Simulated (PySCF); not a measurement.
# Peak assignment

Mapped SMILES: `[CH3:1][C:2]([CH3:3])([CH3:4])[c:5]1[cH:6][p:7][cH:8][o:9]1`. Hydrogens are named by the atom that carries them.

Calculated, not measured (PySCF 2.14): GIAO PBE0/pcSseg-1 shieldings, coordinates at the PBE0-D3(BJ)/def2-SVP level. Equivalent nuclei averaged, gas phase, no relativistic terms, single conformer.

Shifts are taken against calculated references (same method and geometry level): 13C (184.41 ppm) and 1H (31.27 ppm) vs TMS.

Task: Assign these signals to the numbered atoms. 13C{1H} NMR (computed): δ 186.8 (CH), 176.3 (C), 121.1 (CH), 35.2 (C), 30.5 (CH3).

Result: 
| δ (ppm) | atoms | environment | reason |
| --- | --- | --- | --- |
| 186.8 | C8 | aromatic CH next to the ring oxygen | – |
| 176.3 | C5 | substituted aromatic carbon next to the ring oxygen | – |
| 121.1 | C6 | aromatic CH | – |
| 35.2 | C2 | quaternary sp3 carbon on an aromatic ring | a saturated carbon with 4 carbon neighbours and no heteroatom attached |
| 30.5 | C1/C3/C4 | methyl carbon | a saturated carbon with 1 carbon neighbour and no heteroatom attached |

Task: Assign these signals to the numbered atoms. 1H NMR (600 MHz, computed): δ 8.67 (m, 1H), 6.69 (m, 1H), 1.31 (s, 9H).

Result: 
| δ (ppm) | atoms | environment | reason |
| --- | --- | --- | --- |
| 8.67 | H(C8) | hydrogen on an aromatic CH next to the ring oxygen | it sits in the deshielding region of the aromatic ring current |
| 6.69 | H(C6) | hydrogen on an aromatic CH | the ring current deshields protons in the ring plane |
| 1.31 | H(C1)/H(C3)/H(C4) | hydrogen on a methyl carbon | – |

Splittings by 31P in the carbon and heteronuclear signals aren't shown, as no couplings were computed. Shifts are as computed. Against solution values, carbons near 30 ppm lie about +2 ppm off and those near 130 ppm about +5 ppm. Of 1211 compounds with measured shifts, 218 miss one by over three times the rms of a fit or turn the order of signals round; such compounds aren't used in these exercises. No couplings were computed; multiplicities are counted from neighbouring protons, with m where these are inequivalent, close in shift, in a saturated or five-membered ring or joined by F or P, and br s for small geminal =CH2 splittings.
